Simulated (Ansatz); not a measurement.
Computed with Ansatz.

Basis-set series for Br₃FSi, SMILES `F[Si](Br)(Br)Br`. Charge 0, multiplicity 1. The geometry is a stationary point of PBE0-D4/def2-TZVP.

```
functional       basis  functions  energy (Eh)  HOMO (eV)  LUMO (eV)
   PBE0-D4    def2-SVP        128  -8109.80156      -8.71      -1.07
   PBE0-D4  def2-TZVPP        217  -8110.97669      -8.78      -1.23
   ωB97M-V    def2-SVP        128  -8110.44198     -10.86       1.01
   ωB97M-V  def2-TZVPP        217  -8111.61333     -10.95       0.74
```

Q: Give the rows for def2-QZVPP. (Best estimate.)

A: The calculation gave: 
```
functional       basis  functions  energy (Eh)  HOMO (eV)  LUMO (eV)
   PBE0-D4  def2-QZVPP        394  -8111.14990      -8.79      -1.29
   ωB97M-V  def2-QZVPP        394  -8111.77961     -10.97       0.61
```

Positive LUMOs are unbound and depend on the basis. Scalar relativity is left out up to krypton.
